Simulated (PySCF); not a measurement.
CHS, SMILES [C]S (connectivity only; charge and spin as stated), neutral, multiplicity 2. Atoms are numbered in the order given.

```xyz
3

S     -0.0960    -0.4070     0.0000
C      0.0549     1.2277     0.0000
H      1.2063    -0.8537     0.0000
```
Charge 0, spin multiplicity 2.

Coordinates come from a B3LYP-D3(BJ)/def2-TZVPD optimisation.

These are PySCF with PBE/pcH-1 values and carry that method's errors.

Unrestricted Kohn–Sham, ⟨S²⟩ = 0.755. Hyperfine tensors hold the contact and dipolar terms, without spin-orbit corrections.

Computed hyperfine couplings:
| nucleus | A(iso) (MHz) | A(iso) (G) | dipolar principal values (MHz) |
|---|---|---|---|
| 33S no. 1 | 52.4 | 18.7 | -5.8, -5.7, 11.5 |
| 13C no. 2 | 29.6 | 10.5 | -83.4, -74.4, 157.8 |
| 1H no. 3 | 295.1 | 105.3 | -3.6, -2.8, 6.3 |

Question: And the g tensor (effective nuclear charges for spin-orbit coupling, GIAO)? (The exact figures need the calculation; the answer reports its results.)

Answer: principal values 1.9944, 2.0014, 2.0022; isotropic 1.9993.
